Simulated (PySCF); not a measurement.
# Potential energy of BiP along the bond

Set-up: PySCF, scalar-relativistic core potentials, basis sets Bi def2-SVPD with ECP60, P def2-SVPD. Energies in eV from Bi + P in their ground configurations at the same level. State: ¹Σ⁺ (singlet), closed shell.

Curves on a restricted Hartree–Fock reference rise too fast on stretching and do not dissociate correctly.

```tsv
R (Å)	RHF-CCSD(T)	PBE	BHandHLYP
1.973		-1.615	-0.906
2.065	-1.465	-2.628	-1.837
2.156	-2.085	-3.203	-2.321
2.225	-2.337	-3.423	-2.467
2.294	-2.455	-3.506	-2.475
2.363	-2.470	-3.486	-2.376
2.455	-2.375	-3.338	-2.121
2.569	-2.137	-3.022	-1.670
2.707	-1.767	-2.531	-1.017
2.890		-1.802	-0.073
```

Problem. Put a parabola through the three lowest points of the RHF-CCSD(T) curve and estimate Re, k and ωe (reduced mass 26.98 u; 1 eV/Å² = 0.16022 mdyn/Å; ωe = 1302.8·√(k/μ) cm⁻¹).

Solution. Through R = 2.294, 2.363, 2.455 Å the second-order coefficient is 7.76 eV/Å², so Re ≈ 2.343 Å, k ≈ 2.49 mdyn/Å and ωe ≈ 396 cm⁻¹. A polynomial fit of higher order to the unrounded RHF-CCSD(T) energies gives Re = 2.340 Å, k = 2.84 mdyn/Å, ωe = 423 cm⁻¹; anharmonicity and rounding make the difference.

The higher-order fit for each curve: RHF-CCSD(T): Re = 2.340 Å, ωe = 423 cm⁻¹, De = 2.47 eV; PBE: Re = 2.312 Å, ωe = 454 cm⁻¹, De = 3.51 eV; BHandHLYP: Re = 2.263 Å, ωe = 505 cm⁻¹, De = 2.49 eV.

Correlated steps freeze 9 core orbitals. Correlated levels converge slowly with the basis: in double zeta they bind strong bonds too weakly, by up to about 1 eV, and carry superposition errors of some tenths. These are scalar-relativistic numbers at best; spin–orbit coupling would shift them, the dissociation energy most. Where the molecule has an RHF reference, its open-shell atoms are computed with UHF.
